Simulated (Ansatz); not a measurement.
Geometry optimisation, RKS LDA/cc-pVDZ (Ansatz).

Input:

```yaml
crystal:
  periodic: [false, false, false]
  atoms:
    - { symbol: "N", position_ang: [-0.7471, 0.8391, -0.463] }
    - { symbol: Si, position_ang: [0.5155, -0.1736, -0.4672] }
    - { symbol: S, position_ang: [0.5937, -0.8474, 1.5571] }
    - { symbol: S, position_ang: [0.0874, -2.122, 0.0969] }
    - { symbol: H, position_ang: [-0.6624, 1.5513, 0.2579] }
    - { symbol: H, position_ang: [-1.6173, 0.3643, -0.2018] }
    - { symbol: H, position_ang: [1.8914, 0.3204, -0.8257] }
basis:
  gaussian: { orbitals: cc-pVDZ }
hamiltonian:
  xc: lda
relax:
  f_tol: 0.015
  max_steps: 40
output:
  orbitals: {}
```

Run as:

```bash
$ ansatz run input.yaml --threads 1 --pin off --max-ram 2048MiB --backend cpu --events-out ev --progress --plain --runs-dir out
```

**Question.** Where does it end, and by what steps?

**Answer.** The run converged. After 8 steps the energy has fallen by 1.088 eV; H5 moved furthest, 0.75 Å.

| step | energy less start (eV) | largest force component (eV/Å) | accepted |
| --- | --- | --- | --- |
| 0 | 0.0000 | 3.164 | yes |
| 1 | -0.7956 | 1.439 | yes |
| 2 | -0.9992 | 0.579 | yes |
| 3 | -1.0428 | 0.517 | yes |
| 4 | -1.0707 | 0.328 | yes |
| 5 | -1.0754 | 0.283 | yes |
| 6 | -1.0847 | 0.266 | yes |
| 7 | -1.0880 | 0.031 | yes |
| 8 | -1.0883 | 0.009 | yes |

```xyz
7
Properties=species:S:1:pos:R:3
N -0.826 0.821 -0.411
Si 0.525 -0.183 -0.088
S 0.829 -1.251 1.739
S 0.215 -2.276 -0.119
H -0.687 1.838 -0.430
H -1.732 0.568 0.003
H 1.736 0.415 -0.739
```

Time of the run: 18 s on 1 thread of Intel(R) Xeon(R) Processor @ 2.70GHz, with other jobs on the host, peak memory 0.14 GiB.
